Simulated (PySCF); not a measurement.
## TDDFT excited states: C6H6O

Compound: C6H6O.
Geometry (PBE0-D3(BJ)/def2-SVP, Å), atoms numbered from 1 in this order:
```
atom  x, y, z in Å
C1    -0.722   -0.442    1.899
C2    -0.680   -0.322    0.559
C3    -1.871   -0.548   -0.331
C4     0.543    0.037   -0.084
C5     1.558    0.340   -0.688
C6     2.794    0.705   -1.335
O7     2.927    0.846   -2.526
H8     0.164   -0.271    2.513
H9    -1.651   -0.716    2.406
H10   -2.100    0.361   -0.910
H11   -2.756   -0.824    0.257
H12   -1.664   -1.348   -1.058
H13    3.650    0.853   -0.631
```

Computed with TDDFT wB97X-D/def2-SVPD, vertical, gas phase, core orbitals frozen in the response (PySCF).

Predict the UV-vis stick spectrum at this level.

```json
{"state": "S1", "E (eV)": "3.84", "λ (nm)": "323.1", "ν̃ (cm⁻¹)": "30950", "f": "0.0003", "|μ| (D)": "0.13", "symmetry": "–", "main configurations (H = HOMO, L = LUMO)": "H-1→L (85%), H-1→L+1 (13%)"}
{"state": "S2", "E (eV)": "4.43", "λ (nm)": "279.9", "ν̃ (cm⁻¹)": "35730", "f": "0.0000", "|μ| (D)": "0.05", "symmetry": "–", "main configurations (H = HOMO, L = LUMO)": "H-2→L (98%)"}
{"state": "S3", "E (eV)": "4.85", "λ (nm)": "255.7", "ν̃ (cm⁻¹)": "39110", "f": "0.426", "|μ| (D)": "4.81", "symmetry": "A′", "main configurations (H = HOMO, L = LUMO)": "H→L (88%)"}
{"state": "S4", "E (eV)": "6.41", "λ (nm)": "193.4", "ν̃ (cm⁻¹)": "51700", "f": "0.0001", "|μ| (D)": "0.05", "symmetry": "–", "main configurations (H = HOMO, L = LUMO)": "H→L+3 (44%), H→L+2 (34%)"}
{"state": "S5", "E (eV)": "6.75", "λ (nm)": "183.8", "ν̃ (cm⁻¹)": "54410", "f": "0.072", "|μ| (D)": "1.67", "symmetry": "A′", "main configurations (H = HOMO, L = LUMO)": "H-3→L (80%)"}
{"state": "S6", "E (eV)": "7.24", "λ (nm)": "171.4", "ν̃ (cm⁻¹)": "58360", "f": "0.088", "|μ| (D)": "1.79", "symmetry": "A′", "main configurations (H = HOMO, L = LUMO)": "H→L+1 (94%)"}
```

The lowest singlet lies at 3.84 eV (323 nm, ultraviolet) and is dark (f under 0.0005); its leading configuration is HOMO-1→LUMO (85%). The strongest level in the table is S3 at 4.85 eV (256 nm, f = 0.426). Löwdin shares by element: HOMO carbon 80% or more (atoms not listed hold the other 20%); LUMO carbon 51% or more, oxygen 19% (atoms not listed hold the other 30%). Orbital energies (eV): HOMO-3 -11.52, HOMO-2 -10.33, HOMO-1 -9.94, HOMO -9.29, LUMO -0.68, LUMO+1 1.80, LUMO+2 2.00. The oscillator strengths of these states sum to 0.586; summed over the whole spectrum of an exact calculation they would give the number of electrons, 50 (Thomas–Reiche–Kuhn). Of the 6 states listed, 3 reach f = 0.01 and 3 stay under 0.0005. Symmetry labels in Cs follow from the direction of the transition dipole and are given only for states with f of 0.002 or more. Singlets were solved by full linear response.
